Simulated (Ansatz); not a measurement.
Geometry optimisation, RHF/def2-SVP in Ansatz 0.2.0.

input.yaml

```yaml
crystal:
  periodic: [false, false, false]
  atoms:
    - { symbol: S, position_ang: [-1.0026, 2.7527, 1.2521] }
    - { symbol: Sn, position_ang: [0.6482, 1.243, 0.5168] }
    - { symbol: S, position_ang: [0.8258, -0.5957, 2.0673] }
    - { symbol: Si, position_ang: [0.1436, -1.9482, 0.5769] }
    - { symbol: Sn, position_ang: [-0.3308, -0.4726, -1.4138] }
    - { symbol: H, position_ang: [-1.096, 3.4279, -0.0262] }
    - { symbol: H, position_ang: [2.2111, 1.9872, 0.1097] }
    - { symbol: H, position_ang: [1.1027, -2.9741, 0.247] }
    - { symbol: H, position_ang: [-1.1894, -2.5353, 1.0857] }
    - { symbol: H, position_ang: [0.7939, -0.7387, -2.6858] }
    - { symbol: H, position_ang: [-2.0413, -0.2032, -1.7092] }
basis:
  gaussian: { orbitals: def2-SVP }
hamiltonian:
  xc: hf
relax:
  f_tol: 0.015
  max_steps: 40
```

Command:

```bash
$ ansatz run input.yaml --threads 2 --pin off --max-ram 3072MiB --backend cpu --events-out ev --progress --plain --runs-dir out
```

Problem. Where does it end, and by what steps?

Solution. The run converged. The force dipped under the threshold on the way, but the program's further checks kept it going. After 38 steps the energy has fallen by 0.747 eV; H6 moved furthest, 1.71 Å.

| step | energy less start (eV) | largest force component (eV/Å) | accepted |
| --- | --- | --- | --- |
| 0 | 0.0000 | 2.190 | yes |
| 2 | -0.6444 | 0.517 | yes |
| 4 | -0.6854 | 0.245 | yes |
| 6 | -0.6912 | 0.104 | yes |
| 8 | -0.6959 | 0.262 | yes |
| 10 | -0.7002 | 0.040 | yes |
| 12 | -0.7005 | 0.010 | yes |
| 14 | -0.7023 | 0.100 | yes |
| 16 | -0.6996 | 0.570 | no |
| 18 | -0.7059 | 0.334 | no |
| 20 | -0.7102 | 0.067 | yes |
| 22 | -0.7108 | 0.477 | no |
| 24 | -0.7185 | 0.101 | yes |
| 26 | -0.7217 | 0.516 | no |
| 28 | -0.7307 | 0.083 | yes |
| 30 | -0.7423 | 0.019 | yes |
| 32 | -0.7193 | 0.741 | no |
| 34 | -0.7461 | 0.020 | yes |
| 36 | -0.7466 | 0.027 | yes |
| 38 | -0.7467 | 0.013 | yes |

```xyz
11
Properties=species:S:1:pos:R:3
S -1.235 2.980 0.705
Sn 0.498 1.383 0.097
S 0.795 -0.342 1.860
Si 0.097 -2.001 0.665
Sn -0.336 -0.723 -1.580
H -0.491 3.701 1.551
H 1.964 2.252 -0.012
H 1.132 -3.052 0.547
H -1.124 -2.615 1.232
H 0.702 -1.051 -2.896
H -1.938 -0.591 -2.149
```

Time of the run: 3 min on 2 threads of Arm Neoverse V1 (shared host), peak memory 0.43 GiB.
